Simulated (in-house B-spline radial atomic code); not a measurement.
What moves the levels of Si ([Ne] 3s2 3p2)? Level of theory: Dirac-Hartree-Fock, average of configuration, Fermi nucleus of rms radius 3.1224 fm; calculated with a B-spline radial code for spherical atoms.

Baseline run (computed): total energy -289.4613 hartree, 1s1/2 at -69.00014 hartree, 3p3/2 at -7.5632 eV with <r> = 2.791 bohr.

Scaling the speed of light c (a factor of 100 is close to the non-relativistic limit):

```tsv
c/c0	ΔE (hartree)	3p3/2 level (eV)	3p3/2 <r> (bohr)
0.95	-0.068109	-7.56082	2.791
0.98	-0.025986	-7.56229	2.791
1.02	0.024463	-7.56404	2.791
1.5	0.34906	-7.57534	2.789
100	0.62684	-7.58505	2.788
```

Changing the nucleus:

```csv
nucleus,ΔE (eV)
Gaussian nucleus of rms radius 0.01 fm,-0.0053
Fermi nucleus of rms radius 3.06 fm,-0.000209
Fermi nucleus of rms radius 3.1848 fm,0.000213
```

A larger nucleus binds the electrons less, roughly as the density at the nucleus times the change of the nuclear <r²>. A radius of 0.01 fm is nearly a point.

(1) The nuclear charge is raised by 0.1. What does the Hellmann-Feynman theorem predict for the energy, and what is found?

Results:

(1) dE/dZ ≈ -Σ<1/r>, which is -49.4321 at the start and -49.8882 at the end; their mean times 0.1 is -4.966 hartree, and the two runs differ by -4.966 hartree.
